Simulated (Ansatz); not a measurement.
A nudged elastic band was laid between two geometries of ClH3Sn + FH (7 atoms, charge 0, multiplicity 1).

The calculation used RHF/def2-SVP (Ansatz).

```json
{
 "movable images": "5",
 "climbing image": "yes",
 "spring": "5.0 eV/Å²",
 "optimiser": "quadratic models (default)",
 "start path": "through a guess of the saddle point",
 "force threshold": "0.03 eV/Å",
 "iteration limit": "60",
 "end points": "relaxed"
}
```

Initial state:

```xyz
7
Properties=species:S:1:pos:R:3
Sn 0.280 0.000 -0.148
Cl 0.192 0.000 2.243
H 1.943 0.000 -0.501
H -0.491 1.426 -0.644
H -0.491 -1.426 -0.644
F -2.806 0.000 1.297
H -2.201 0.000 1.972
```

Final state:

```xyz
7
Properties=species:S:1:pos:R:3
Sn -0.049 0.000 -0.784
Cl -1.633 0.000 4.070
H 1.610 0.000 -0.422
H -0.596 1.424 -1.529
H -0.596 -1.424 -1.529
F -0.923 0.000 0.955
H -1.386 0.000 2.812
```

Question: What changes between the two ends?

Answer: Bonds broken: Sn1–Cl2, F6–H7. Bonds formed: Sn1–F6, Cl2–H7. ClH3Sn + FH becomes ClH + FH3Sn.

Question: What energy profile does the band end with?

Answer: It converged. The highest image is number 2 of 0 to 6, 32.7 kcal/mol above the first end and 23.0 kcal/mol above the last; the last end lies 9.7 kcal/mol above the first. A vibrational analysis at the climbing image gives 2 clearly imaginary modes (830i, 149i cm⁻¹): a point of higher order, so a lower path passes nearby. The orbitals stay closed-shell, which can raise the energy where a bond breaks towards radicals; this wasn't checked here.

```json
{"image": "0", "path coordinate (Å)": "0.00", "energy (kcal/mol)": "0.0", "Sn1–Cl2 (Å)": "2.39", "F6–H7 (Å)": "0.91", "Sn1–F6 (Å)": "3.41"}
{"image": "1", "path coordinate (Å)": "0.90", "energy (kcal/mol)": "8.9", "Sn1–Cl2 (Å)": "2.50", "F6–H7 (Å)": "0.92", "Sn1–F6 (Å)": "2.61"}
{"image": "2", "path coordinate (Å)": "1.81", "energy (kcal/mol)": "32.7", "Sn1–Cl2 (Å)": "3.02", "F6–H7 (Å)": "1.11", "Sn1–F6 (Å)": "2.13"}
{"image": "3", "path coordinate (Å)": "2.61", "energy (kcal/mol)": "14.7", "Sn1–Cl2 (Å)": "3.59", "F6–H7 (Å)": "1.67", "Sn1–F6 (Å)": "1.97"}
{"image": "4", "path coordinate (Å)": "3.41", "energy (kcal/mol)": "10.1", "Sn1–Cl2 (Å)": "4.31", "F6–H7 (Å)": "1.90", "Sn1–F6 (Å)": "1.95"}
{"image": "5", "path coordinate (Å)": "4.22", "energy (kcal/mol)": "9.8", "Sn1–Cl2 (Å)": "4.81", "F6–H7 (Å)": "1.91", "Sn1–F6 (Å)": "1.95"}
{"image": "6", "path coordinate (Å)": "5.02", "energy (kcal/mol)": "9.7", "Sn1–Cl2 (Å)": "5.11", "F6–H7 (Å)": "1.91", "Sn1–F6 (Å)": "1.95"}
```

Question: What is the geometry of the highest image?

Answer: 
```xyz
7
Properties=species:S:1:pos:R:3
Sn -0.212 0.000 -0.260
Cl -0.051 0.000 2.758
H 1.436 0.000 0.108
H -0.714 1.445 -0.987
H -0.714 -1.445 -0.987
F -1.941 0.000 0.992
H -1.377 0.000 1.948
```

Run time: 2.9 min on 1 thread of Intel(R) Xeon(R) Platinum 8259CL CPU @ 2.50GHz (Skylake/Cascade Lake), with other jobs on the host, peak memory 0.19 GiB.
